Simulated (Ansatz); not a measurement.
Basis sets compared for Cu5H6. The state is a doublet with charge 0. Geometry r2SCAN-D4/def2-SVP. Ansatz on 4 threads of AMD EPYC 7B13 on a shared host; times are rough, and most runs start from earlier orbitals.

Cartesian coordinates in Å:
```
Cu 1.089 1.140 1.192
Cu 1.044 -1.192 1.203
Cu -0.456 -1.876 -0.445
Cu -1.324 0.029 -1.472
Cu -0.365 1.900 -0.466
H -1.522 -1.575 -1.633
H -0.005 -0.002 0.000
H -1.424 1.639 -1.666
H 0.514 -2.613 0.629
H 0.626 2.588 0.621
H 1.822 -0.037 2.038
```

No other spin state of charge 0 was run. The structure comes from a short search, and lower isomers may exist.

Binding counts from free atoms (Cu doublet, H doublet) in the same basis, without a counterpoise term.

```json
{"level": "PBE-D4/def2-SVP", "functions": "185", "energy (Eh)": "-8203.8814", "HOMO (eV)": "-4.52", "LUMO (eV)": "-4.19", "binding per atom (eV)": "2.51", "wall time": "6 s"}
{"level": "PBE0-D4/def2-SVP", "functions": "185", "energy (Eh)": "-8203.8786", "HOMO (eV)": "-5.73", "LUMO (eV)": "-3.73", "binding per atom (eV)": "2.31", "wall time": "11 s"}
```

Q: Estimate the rows for PBE-D4/def2-TZVP (with forces), PBE0-D4/def2-TZVP.

A: 
```
                         level  functions  energy (Eh)  HOMO (eV)  LUMO (eV)  binding per atom (eV)  wall time
PBE-D4/def2-TZVP (with forces)        261   -8205.1403      -4.86      -4.52                   2.28      9.5 s
             PBE0-D4/def2-TZVP        261   -8205.0895      -5.98      -4.00                   2.13       18 s
```
